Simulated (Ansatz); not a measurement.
Program: Ansatz. Geometries: PBE0-D4/def2-TZVP. ΔE: electronic, gas phase. CCSD(T)/CBS is the MP2 limit (def2-TZVPP, def2-QZVPP) plus CCSD(T) − MP2 in def2-TZVPP, frozen cores. Functionals use def2-TZVPP. Each species was taken in one conformer, which may not be the lowest.

Consider the redistribution: `[BH2][AlH][CH2]OC` + `CN([SiH3])[SiH2]F` → `[BH2][AlH][N](C)[SiH3]` + `COC[SiH2]F`.

CCSD(T)/CBS gives -27.0 kJ/mol.

(1) Another level gave -28.9 kJ/mol. Which?
A. PBE-D4/def2-TZVPP
B. MP2/def2-TZVPP
C. ωB97M-V/def2-TZVPP
D. r2SCAN-D4/def2-TZVPP

Largest T1 diagnostic among the species: 0.014.

Answers

(1) B. MP2/def2-TZVPP -28.9, r2SCAN-D4 -11.3, PBE-D4 -3.1, ωB97M-V -22.6 kJ/mol.

From PBE to PBE0 (25 % exact exchange), in def2-TZVPP and without D4, ΔE moves by −10.4 kJ/mol. The D4 term adds +4.7 kJ/mol with B3LYP and +2.3 kJ/mol with PBE0; it sums over pairs of atoms, weighted by their polarisabilities, and B3LYP, whose exchange is more repulsive, gets the larger term.

B3LYP here is the variant with VWN-RPA as its local correlation; programs differ in this.
